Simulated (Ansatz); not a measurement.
Ag₂I₂⁻, that is (AgI)2 ring with one electron more. Total charge -1; doublet. Geometry PBE0-D4/def2-SVP, that of the neutral singlet; atoms count from 1.

```xyz
4

Ag    0.710   -1.188   -0.268
I    -1.996   -1.260    0.299
Ag   -0.710    1.189    0.266
I     1.996    1.260   -0.298
```

In the def2 sets Ag, I take a core potential; there is no spin–orbit coupling. The highest occupied level of the charge -1 doublet lies above zero (up to 0.29 eV). By energy differences its removal costs 1.03 eV (vertical, to the charge 0 singlet, at PBE0-D4/def2-TZVPD); a positive level beside a positive removal energy at the same level points to self-interaction error.

(1) Estimate the Mulliken populations from the PBE0/def2-TZVPD orbitals of Ansatz.

(2) Where does the spin sit?

(3) And the Mayer bond orders between bonded heavy atoms (over 0.3)?

## Answers

(1) 
```csv
atom,charge (e),spin (α − β),d electrons
Ag1,-0.28,0.55,9.91
I2,-0.22,-0.05,–
Ag3,-0.28,0.55,9.91
I4,-0.22,-0.05,–
```
Mulliken values and Mayer orders depend strongly on the basis. With diffuse functions, as here, like atoms can get unlike values, and bond orders can come out too low or too high.

(2) Summed by element: Ag 1.09, I -0.09, of 1 unpaired in all. Largest on single atoms: Ag3 0.55, Ag1 0.55, I4 -0.05.

(3) Ag1–I2 0.47 (2.77 Å); Ag1–Ag3 0.70 (2.82 Å); Ag1–I4 0.47 (2.77 Å); I2–Ag3 0.46 (2.77 Å); Ag3–I4 0.47 (2.77 Å).
